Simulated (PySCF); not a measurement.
H5PSi, charge +1, doublet, geometry from GFN2-xTB (a state made from the parent by changing its charge; the spin is typed, not shown lowest); DF-WB97M-V/STO-3G (PySCF).

Input for PySCF:
```python
from pyscf import gto, scf, dft

mol = gto.M(
    atom='''
Si   -1.195532    0.130926    0.115950
P     1.147384   -0.110878   -0.170900
H    -1.661853   -0.917766   -0.784867
H    -1.355753    1.517756   -0.307738
H    -1.306067   -0.135464    1.550781
H     1.791884   -1.329568   -0.014638
H     2.058474    0.695242    0.496667
''',
    basis='sto-3g',
    charge=1,
    spin=1,
    verbose=4,
)

mf = dft.UKS(mol)
mf.xc = 'wb97m_v'
mf = mf.density_fit(auxbasis='def2-universal-jkfit')
mf.kernel()
```

What the program printed (banner, timings and long lists left out):

```
PySCF version 2.14.0

[INPUT] verbose = 4
[INPUT] num. atoms = 7
[INPUT] num. electrons = 33
[INPUT] charge = 1
[INPUT] spin (= nelec alpha-beta = 2S) = 1
[INPUT] symmetry False subgroup None
[INPUT] Mole.unit = angstrom
[INPUT] Symbol           X                Y                Z      unit          X                Y                Z       unit  Magmom
[INPUT]  1 Si    -1.195532000000   0.130926000000   0.115950000000 AA   -2.259228053154   0.247414282585   0.219113744143 Bohr   0.0
[INPUT]  2 P      1.147384000000  -0.110878000000  -0.170900000000 AA    2.168241519708  -0.209529053240  -0.322954194688 Bohr   0.0
[INPUT]  3 H     -1.661853000000  -0.917766000000  -0.784867000000 AA   -3.140447029287  -1.734326386438  -1.483183674209 Bohr   0.0
[INPUT]  4 H     -1.355753000000   1.517756000000  -0.307738000000 AA   -2.562001862557   2.868143163915  -0.581540538121 Bohr   0.0
[INPUT]  5 H     -1.306067000000  -0.135464000000   1.550781000000 AA   -2.468108930332  -0.255989859738   2.930551369179 Bohr   0.0
[INPUT]  6 H      1.791884000000  -1.329568000000  -0.014638000000 AA    3.386170006990  -2.512519383986  -0.027661811011 Bohr   0.0
[INPUT]  7 H      2.058474000000   0.695242000000   0.496667000000 AA    3.889952094538   1.313816970295   0.938564605109 Bohr   0.0

nuclear repulsion = 87.63229678129
number of shells = 15
number of NR pGTOs = 69
number of NR cGTOs = 23
basis = sto-3g
ecp = {}

******** <class 'pyscf.df.df_jk.DFUKS'> ********
method = DFUKS
initial guess = minao
damping factor = 0
level_shift factor = 0
DIIS = <class 'pyscf.scf.diis.CDIIS'>
diis_start_cycle = 1
diis_space = 8
diis_damp = 0
SCF conv_tol = 1e-09
SCF conv_tol_grad = None
SCF max_cycles = 50
direct_scf = False
number electrons alpha = 17  beta = 16
XC library pyscf.dft.libxc version 7.1.2
    S. Lehtola, C. Steigemann, M. J. T. Oliveira, and M. A. L. Marques,  SoftwareX 7, 1–5 (2018)
XC functionals = wb97m_v
    N. Mardirossian and M. Head-Gordon,  J. Chem. Phys. 144, 214110 (2016)
radial grids:
    Treutler-Ahlrichs [JCP 102, 346 (1995); DOI:10.1063/1.469408] (M4) radial grids

becke partition: Becke, JCP 88, 2547 (1988); DOI:10.1063/1.454033
pruning grids: <function nwchem_prune>
grids dens level: 3
symmetrized grids: False
atomic radii adjust function: <function treutler_atomic_radii_adjust>
** Following is NLC and NLC Grids **
NLC functional = wb97m_v
radial grids:
    Treutler-Ahlrichs [JCP 102, 346 (1995); DOI:10.1063/1.469408] (M4) radial grids

becke partition: Becke, JCP 88, 2547 (1988); DOI:10.1063/1.454033
pruning grids: <function nwchem_prune>
grids dens level: 3
symmetrized grids: False
atomic radii adjust function: <function treutler_atomic_radii_adjust>
small_rho_cutoff = 0
Set gradient conv threshold to 3.16228e-05
tot grids = 87400
tot grids = 87400
******** <class 'pyscf.df.df.DF'> ********
auxbasis = def2-universal-jkfit
Create RSH-DF object <pyscf.df.df.DF object> for omega=0.3
******** <class 'pyscf.df.df.DF'> ********
auxbasis = auxmol.basis = def2-universal-jkfit
init E= -625.995387433526

cycle= 1 E= -626.396935220222  delta_E= -0.402  |g|= 0.121  |ddm|= 1.95
cycle= 2 E= -626.412005670145  delta_E= -0.0151  |g|= 0.0341  |ddm|= 0.29
cycle= 3 E= -626.413189148813  delta_E= -0.00118  |g|= 0.00812  |ddm|= 0.067
cycle= 4 E= -626.413367452188  delta_E= -0.000178  |g|= 0.00249  |ddm|= 0.0305
cycle= 5 E= -626.413390388089  delta_E= -2.29e-05  |g|= 0.000708  |ddm|= 0.0124
cycle= 6 E= -626.413392307433  delta_E= -1.92e-06  |g|= 0.000216  |ddm|= 0.00364
cycle= 7 E= -626.413392476785  delta_E= -1.69e-07  |g|= 7.15e-05  |ddm|= 0.00102
cycle= 8 E= -626.413392497826  delta_E= -2.1e-08  |g|= 2.13e-05  |ddm|= 0.000391
cycle= 9 E= -626.413392499527  delta_E= -1.7e-09  |g|= 5.1e-06  |ddm|= 0.000123
cycle= 10 E= -626.413392499607  delta_E= -7.96e-11  |g|= 1.13e-06  |ddm|= 2.69e-05
Extra cycle  E= -626.41339249961  delta_E= -3.41e-12  |g|= 5.16e-07  |ddm|= 3.21e-06
converged SCF energy = -626.41339249961  <S^2> = 0.75140017  2S+1 = 2.0013997
```
